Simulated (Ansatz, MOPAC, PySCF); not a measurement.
Lewis adduct: AlH3 (SMILES [AlH3]) (first 4 atoms) with CHN (SMILES C#N); geometry from B3LYP-D3(BJ)/def2-TZVP, rigid monomers moved along the line of their centres of mass till Al1···N6 is 2.37 Å.
(charge 0, multiplicity 1):
```csv
atom,x (Å),y (Å),z (Å)
Al,-0.1616,0.3641,0.2628
H,1.2536,0.8243,-0.2996
H,-1.2365,1.4889,0.5949
H,-0.6908,-1.0821,-0.1362
C,0.8286,-0.3567,3.5550
N,0.5068,-0.1242,2.4862
H,1.1301,-0.5741,4.5560
```

Counterpoise-corrected where a basis set is named; no monomer relaxation. Rows marked so take none.

Correlated levels freeze the cores. CBS: X⁻³ extrapolation of the correlation energy, Hartree–Fock from the larger set. Rows in 3-21G, 6-311+G**, 6-31G* carry no dispersion term and start afresh at each structure (6-31G* with six Cartesian d functions). The state that AM1, PM6, PM7 reach isn't checked; PM7 holds dispersion and hydrogen-bond terms.

Run with Ansatz (a program for electronic structure); MOPAC for AM1, PM6, PM7 (differences of heats of formation); PySCF for 3-21G rows, 6-311+G** rows, 6-31G* rows, the dispersion terms. Values without a source in brackets are computed.

Other levels give for the interaction energy: PBE/def2-TZVPPD -73.2; B3LYP/def2-TZVPPD -67.4; B3LYP-D3(BJ)/def2-TZVPPD -74.5; wB97M-V/def2-TZVPPD -75.8; CCSD(T)/CBS(aug-cc-pV(D+d)Z, aug-cc-pV(T+d)Z) -75.9 kJ/mol.

**Question.** What do these common cheap choices give for the same quantity: AM1, PM6, PM7, HF/6-31G*, BP86/6-31G* (no counterpoise), B3LYP/3-21G (no counterpoise), B3LYP/6-31G* (no counterpoise), B3LYP/6-311+G** (no counterpoise)?

**Answer.** AM1 -79.9; PM6 -36.3; PM7 -55.5; HF/6-31G* -62.8; BP86/6-31G* (no counterpoise) -76.1; B3LYP/3-21G (no counterpoise) -105.6; B3LYP/6-31G* (no counterpoise) -74.8; B3LYP/6-311+G** (no counterpoise) -66.2 kJ/mol. They span -105.6 to -36.3 kJ/mol.
